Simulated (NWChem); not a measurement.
System: C₂H₂Cl, doublet; SMILES [CH]=CCl

Parts of the log:

```
             Northwest Computational Chemistry Package (NWChem) 7.3.0
             --------------------------------------------------------

 CS  symmetry detected

                             Geometry "geometry" -> ""
                             -------------------------

 Output coordinates in angstroms (scale by  1.889725989 to convert to a.u.)

  No.       Tag          Charge          X              Y              Z
 ---- ---------------- ---------- -------------- -------------- --------------
    1 C                    6.0000    -0.27948126     1.70214266     0.00000000
    2 C                    6.0000     0.50404135     0.65436143     0.00000000
    3 Cl                  17.0000    -0.09487389    -0.98958306     0.00000000
    4 H                    1.0000    -1.33176162     1.97553958     0.00000000
    5 H                    1.0000     1.59725711     0.70834784     0.00000000

 Effective nuclear repulsion energy (a.u.)      80.8548546671

      Symmetry information
      --------------------

 Group name             Cs
 Group number              2
 Group order               2
 No. of unique centers     5

  pbe96 is a nonlocal functional; adding pw91lda local functional.

                                 NWChem DFT Module
                                 -----------------

 Summary of "ao basis" -> "ao basis" (spherical)
 ------------------------------------------------------------------------------
       Tag                 Description            Shells   Functions and Types
 ---------------- ------------------------------  ------  ---------------------
 C                         def2-tzvp                11       31   5s3p2d1f
 Cl                        def2-tzvp                13       37   5s5p2d1f
 H                         def2-tzvp                 4        6   3s1p

      Symmetry analysis of basis
      --------------------------

        a'         77
        a"         34

            General Information
            -------------------
          SCF calculation type: DFT
          Wavefunction type:  spin polarized.
          No. of atoms     :     5
          No. of electrons :    31
           Alpha electrons :    16
            Beta electrons :    15
          Charge           :     0
          Spin multiplicity:     2
          Use of symmetry is: on ; symmetry adaption is: on
          Maximum number of iterations: 150
          AO basis - number of functions:   111
                     number of shells:    43
          Convergence on energy requested:  1.00D-06
          Convergence on density requested:  1.00D-05
          Convergence on gradient requested:  5.00D-04

              XC Information
              --------------
          PerdewBurkeErnzerhof Exchange Functional  1.000
            Perdew 1991 LDA Correlation Functional  1.000 local
           PerdewBurkeErnz. Correlation Functional  1.000 non-local

             Grid Information
             ----------------
          Grid used for XC integration:  medium
          Radial quadrature: Mura-Knowles
          Angular quadrature: Lebedev.
          Tag              B.-S. Rad. Rad. Pts. Rad. Cut. Ang. Pts.
          ---              ---------- --------- --------- ---------
          C                   0.70       49           9.0       434
          Cl                  1.00       88          10.0       590
          H                   0.35       45          10.0       434
          Grid pruning is: on
          Number of quadrature shells:   276
          Spatial weights used:  Erf1

      Superposition of Atomic Density Guess
      -------------------------------------

 Sum of atomic energies:        -535.81996341

      Non-variational initial energy
      ------------------------------

 Total energy =    -536.885726
 1-e energy   =    -897.171183
 2-e energy   =     279.430602
 HOMO         =      -0.199378
 LUMO         =       0.033521

   Symmetry analysis of molecular orbitals - initial alpha
   -------------------------------------------------------

  Numbering of irreducible representations:

     1 a'          2 a"

  Orbital symmetries:

     1 a'          2 a'          3 a'          4 a'          5 a'
     6 a'          7 a"          8 a'          9 a'         10 a'
    11 a'         12 a'         13 a"         14 a'         15 a"
    16 a'         17 a"         18 a'         19 a'         20 a'
    21 a'         22 a'         23 a"         24 a'         25 a'
    26 a"

   Symmetry analysis of molecular orbitals - initial beta
   ------------------------------------------------------

  Numbering of irreducible representations:

     1 a'          2 a"

  Orbital symmetries:

     1 a'          2 a'          3 a'          4 a'          5 a'
     6 a'          7 a"          8 a'          9 a'         10 a'
    11 a'         12 a'         13 a"         14 a'         15 a"
    16 a'         17 a"         18 a'         19 a'         20 a'
    21 a'         22 a'         23 a"         24 a'         25 a'
    26 a"

     ---------------------------------------------
      Total Density - Mulliken Population Analysis
     ---------------------------------------------

    Atom       Charge   Shell Charges
 -----------   ------   -------------------------------------------------------
    1 C    6     6.19   0.86  1.12  0.59  0.67  0.16  1.09  1.19  0.47  0.01  0.02  0.01
    2 C    6     6.02   0.86  1.12  0.55  0.64  0.09  1.08  1.24  0.34  0.02  0.08  0.01
    3 Cl  17    17.18   2.01  0.45  1.52  1.11  0.82  4.19  1.69  1.09  2.83  1.43  0.01  0.03  0.00
    4 H    1     0.79   0.22  0.42  0.13  0.02
    5 H    1     0.82   0.23  0.44  0.12  0.02

     --------------------------------------------
      Spin Density - Mulliken Population Analysis
     --------------------------------------------

    Atom       Charge   Shell Charges
 -----------   ------   -------------------------------------------------------
    1 C    6     0.74   0.00 -0.00  0.02  0.03  0.01  0.24  0.28  0.16  0.00 -0.00  0.00
    2 C    6     0.07   0.00 -0.00  0.01  0.01  0.00  0.00  0.00  0.01  0.00  0.02  0.00
    3 Cl  17     0.14   0.00  0.00 -0.00  0.01 -0.00  0.00 -0.00  0.03  0.08  0.03  0.00  0.00  0.00
    4 H    1     0.03   0.01  0.02  0.00  0.00
    5 H    1     0.02   0.01  0.01  0.00  0.00

   convergence    iter        energy       DeltaE   RMS-Dens  Diis-err
 ---------------- ----- ----------------- --------- --------- ---------
 d= 0,ls=0.0,diis     1   -537.2044813914 -6.18D+02  3.22D-03  2.49D-01
                                                     2.51D-03  2.44D-01
 d= 0,ls=0.0,diis     2   -537.1983969557  6.08D-03  2.88D-03  1.09D-01
                                                     2.79D-03  1.04D-01
 d= 0,ls=0.0,diis     3   -537.1987152696 -3.18D-04  1.54D-03  1.05D-01
                                                     1.49D-03  1.05D-01
 d= 0,ls=0.0,diis     4   -537.2517574150 -5.30D-02  5.37D-04  5.43D-03
                                                     4.22D-04  3.98D-03
 d= 0,ls=0.0,diis     5   -537.2539853032 -2.23D-03  1.88D-04  1.13D-03
                                                     1.89D-04  1.19D-03
  Resetting Diis
 d= 0,ls=0.0,diis     6   -537.2546454074 -6.60D-04  4.41D-05  3.23D-05
                                                     3.63D-05  2.73D-05
 d= 0,ls=0.0,diis     7   -537.2546617337 -1.63D-05  2.24D-05  3.17D-06
                                                     2.48D-05  2.97D-06
 d= 0,ls=0.0,diis     8   -537.2546634232 -1.69D-06  1.66D-05  4.44D-06
                                                     1.20D-05  3.62D-06
 d= 0,ls=0.0,diis     9   -537.2546653220 -1.90D-06  4.34D-06  4.87D-07
                                                     8.34D-06  1.08D-06
 d= 0,ls=0.0,diis    10   -537.2546657899 -4.68D-07  8.07D-06  5.54D-07
                                                     3.87D-06  1.67D-07

         Total DFT energy =     -537.254665789905
      One electron energy =     -899.106490245213
           Coulomb energy =      320.462182439274
    Exchange-Corr. energy =      -39.465212651079
 Nuclear repulsion energy =       80.854854667112

 Numeric. integr. density =       31.000001163617

                  Occupations of the irreducible representations
                  ----------------------------------------------

                     irrep           alpha         beta
                     --------     --------     --------
                     a'               13.0         12.0
                     a"                3.0          3.0

                    DFT Final Alpha Molecular Orbital Analysis
                    ------------------------------------------

 Vector   14  Occ=1.000000D+00  E=-2.825533D-01  Symmetry=a'
              MO Center= -2.0D-03, -7.4D-01, -2.5D-16, r^2= 1.7D+00
   Bfn.  Coefficient  Atom+Function         Bfn.  Coefficient  Atom+Function
  ----- ------------  ---------------      ----- ------------  ---------------
    77      0.504817  3 Cl px                80      0.336795  3 Cl px
    74      0.243587  3 Cl px                68     -0.197808  3 Cl px
   107     -0.122986  5 H  s                 78     -0.119839  3 Cl py
    37     -0.094670  2 C  px                71     -0.090106  3 Cl px
    81     -0.082251  3 Cl py                 4      0.075325  1 C  s

 Vector   15  Occ=1.000000D+00  E=-2.457728D-01  Symmetry=a"
              MO Center= -5.5D-02,  4.1D-01, -1.5D-16, r^2= 2.7D+00
   Bfn.  Coefficient  Atom+Function         Bfn.  Coefficient  Atom+Function
  ----- ------------  ---------------      ----- ------------  ---------------
    79      0.361294  3 Cl pz                 8     -0.286286  1 C  pz
    82      0.268831  3 Cl pz                11     -0.248981  1 C  pz
    39     -0.201103  2 C  pz                76      0.177787  3 Cl pz
    42     -0.175435  2 C  pz                14     -0.153086  1 C  pz
    70     -0.141649  3 Cl pz                45     -0.087477  2 C  pz

 Vector   16  Occ=1.000000D+00  E=-2.293446D-01  Symmetry=a'
              MO Center= -1.0D-01,  1.4D+00, -1.3D-14, r^2= 2.4D+00
   Bfn.  Coefficient  Atom+Function         Bfn.  Coefficient  Atom+Function
  ----- ------------  ---------------      ----- ------------  ---------------
     7      0.328385  1 C  py                10      0.289910  1 C  py
    78      0.247089  3 Cl py                13      0.242014  1 C  py
     6      0.224434  1 C  px                 9      0.197240  1 C  px
    81      0.186129  3 Cl py                 4      0.167252  1 C  s
    75      0.118487  3 Cl py                35     -0.103948  2 C  s

 Vector   17  Occ=0.000000D+00  E=-5.169901D-02  Symmetry=a"
              MO Center=  8.0D-02,  1.0D+00, -1.2D-14, r^2= 2.5D+00
   Bfn.  Coefficient  Atom+Function         Bfn.  Coefficient  Atom+Function
  ----- ------------  ---------------      ----- ------------  ---------------
    45     -0.557120  2 C  pz                14      0.543710  1 C  pz
    39     -0.335491  2 C  pz                42     -0.311296  2 C  pz
     8      0.308542  1 C  pz                11      0.270590  1 C  pz
    82      0.235861  3 Cl pz                79      0.116748  3 Cl pz
    76      0.075265  3 Cl pz                89     -0.055600  3 Cl d -1

 Vector   18  Occ=0.000000D+00  E= 1.306680D-03  Symmetry=a'
              MO Center=  2.1D-01, -1.7D-01, -1.2D-15, r^2= 3.4D+00
   Bfn.  Coefficient  Atom+Function         Bfn.  Coefficient  Atom+Function
  ----- ------------  ---------------      ----- ------------  ---------------
    36      1.620044  2 C  s                108     -0.960103  5 H  s
    35      0.873376  2 C  s                102     -0.705808  4 H  s
    81     -0.562026  3 Cl py                12     -0.516368  1 C  px
    67     -0.505262  3 Cl s                 13      0.470453  1 C  py
    38     -0.287751  2 C  py                78     -0.275091  3 Cl py

 Vector   19  Occ=0.000000D+00  E= 4.058367D-02  Symmetry=a'
              MO Center=  7.5D-02,  1.4D+00,  1.6D-14, r^2= 6.2D+00
   Bfn.  Coefficient  Atom+Function         Bfn.  Coefficient  Atom+Function
  ----- ------------  ---------------      ----- ------------  ---------------
   108     -1.849973  5 H  s                102      1.796094  4 H  s
     5     -1.620287  1 C  s                 36      1.316958  2 C  s
    43      0.612661  2 C  px                35      0.554621  2 C  s
     4     -0.503658  1 C  s                 12      0.339674  1 C  px
    44      0.330446  2 C  py                41      0.282596  2 C  py

                     DFT Final Beta Molecular Orbital Analysis
                     -----------------------------------------

 Vector   13  Occ=1.000000D+00  E=-3.328302D-01  Symmetry=a"
              MO Center=  8.2D-02, -1.7D-01,  1.9D-15, r^2= 2.0D+00
   Bfn.  Coefficient  Atom+Function         Bfn.  Coefficient  Atom+Function
  ----- ------------  ---------------      ----- ------------  ---------------
    79      0.404563  3 Cl pz                39      0.233787  2 C  pz
    82      0.226942  3 Cl pz                42      0.205613  2 C  pz
    76      0.188626  3 Cl pz                70     -0.157849  3 Cl pz
     8      0.133209  1 C  pz                11      0.108702  1 C  pz
    45      0.098860  2 C  pz                73     -0.071270  3 Cl pz

 Vector   14  Occ=1.000000D+00  E=-2.793359D-01  Symmetry=a'
              MO Center= -7.3D-03, -7.9D-01, -6.6D-16, r^2= 1.6D+00
   Bfn.  Coefficient  Atom+Function         Bfn.  Coefficient  Atom+Function
  ----- ------------  ---------------      ----- ------------  ---------------
    77      0.503496  3 Cl px                80      0.339660  3 Cl px
    74      0.243328  3 Cl px                68     -0.197589  3 Cl px
    78     -0.143522  3 Cl py               107     -0.113988  5 H  s
    81     -0.098638  3 Cl py                37     -0.095247  2 C  px
    71     -0.089884  3 Cl px                 4      0.072815  1 C  s

 Vector   15  Occ=1.000000D+00  E=-2.370468D-01  Symmetry=a"
              MO Center= -1.3D-02,  3.7D-01, -3.3D-16, r^2= 2.6D+00
   Bfn.  Coefficient  Atom+Function         Bfn.  Coefficient  Atom+Function
  ----- ------------  ---------------      ----- ------------  ---------------
    79      0.356485  3 Cl pz                82      0.275008  3 Cl pz
     8     -0.263385  1 C  pz                39     -0.232582  2 C  pz
    11     -0.220875  1 C  pz                42     -0.208023  2 C  pz
    76      0.176742  3 Cl pz                14     -0.139484  1 C  pz
    70     -0.140175  3 Cl pz                45     -0.113642  2 C  pz

 Vector   16  Occ=0.000000D+00  E=-1.468996D-01  Symmetry=a'
              MO Center= -8.4D-02,  1.4D+00,  1.3D-15, r^2= 2.5D+00
   Bfn.  Coefficient  Atom+Function         Bfn.  Coefficient  Atom+Function
  ----- ------------  ---------------      ----- ------------  ---------------
    13      0.354757  1 C  py                 7      0.295937  1 C  py
    36      0.265890  2 C  s                 78      0.234691  3 Cl py
    81      0.234356  3 Cl py                35     -0.218865  2 C  s
     4      0.216580  1 C  s                 10      0.216054  1 C  py
     6      0.203504  1 C  px                 9      0.186332  1 C  px

 Vector   17  Occ=0.000000D+00  E=-4.137449D-02  Symmetry=a"
              MO Center=  1.1D-02,  1.1D+00, -4.5D-14, r^2= 2.5D+00
   Bfn.  Coefficient  Atom+Function         Bfn.  Coefficient  Atom+Function
  ----- ------------  ---------------      ----- ------------  ---------------
    14      0.585647  1 C  pz                45     -0.552564  2 C  pz
     8      0.323603  1 C  pz                39     -0.316343  2 C  pz
    42     -0.295884  2 C  pz                11      0.274526  1 C  pz
    82      0.225500  3 Cl pz                79      0.102014  3 Cl pz
    76      0.067749  3 Cl pz                89     -0.051284  3 Cl d -1

[...]
```

Level: PBE/def2-TZVP, spin-unrestricted. In the optimisation the excess spin sits in a' (Cs, its own frame). All runs use the structure optimised with PBE0/def2-SVP, spin-unrestricted. No stability test was run on the SCF state.

### Question
Which NWChem input produces such a log?

### Answer
This is not unique; one that fits is the input that was run:
```
start job
memory heap 200 mb stack 700 mb global 900 mb
geometry units angstroms noautoz
  C     -0.270185     1.723922     0.000000
  C      0.503428     0.668803     0.000000
  Cl    -0.110954    -0.969424     0.000000
  H     -1.319842     2.007224     0.000000
  H      1.597104     0.712484     0.000000
end
basis spherical
  C library def2-tzvp
  Cl library def2-tzvp
  H library def2-tzvp
end
dft
  odft
  mult 2
  xc xpbe96 cpbe96
  iterations 150
  mulliken
end
task dft energy
```
